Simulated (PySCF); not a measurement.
C4H10O2Zn2. Atoms are numbered in the order given.

```xyz
18

C     -2.6340    -0.3772    -2.5013
Zn    -1.5853    -0.1455    -0.8966
O     -0.5382    -0.0071     0.5766
C     -0.7078     0.8242     1.7276
C      0.4890     0.5768     2.6546
O      1.6897     0.6562     1.9683
Zn     1.5768    -0.0703     0.2751
C      2.0032    -0.7300    -1.5216
H     -3.5590    -0.9336    -2.2859
H     -2.9039     0.5988    -2.9328
H     -2.0520    -0.9395    -3.2478
H     -1.6607     0.5963     2.2410
H     -0.7225     1.8898     1.4238
H      0.4404     1.3271     3.4736
H      0.3377    -0.4187     3.1386
H      3.0363    -0.4893    -1.8178
H      1.3357    -0.2866    -2.2823
H      1.8888    -1.8255    -1.5816
```

Coordinates come from a B3LYP-D3(BJ)/def2-SVP optimisation. The values are those of a single conformer.

Method: M06-2X/def2-SVP run with PySCF.

Isolated molecule, no solvent.

Computed frontier levels, gap, dipole moment and polarisability:
| Item | Result |
|---|---|
| highest occupied level | -7.63 eV |
| lowest empty level | -0.21 eV |
| orbital gap | 7.42 eV |
| dipole moment | 4.85 D |
| quadrupole, principal values (traceless, Buckingham form, about the centre of nuclear charge) | -13.12, 5.22, 7.90 D·Å |
| mean static polarisability | 85.3 bohr³ (12.63 Å³) |
| polarisability, principal values | 64.0, 85.0, 106.7 bohr³ |
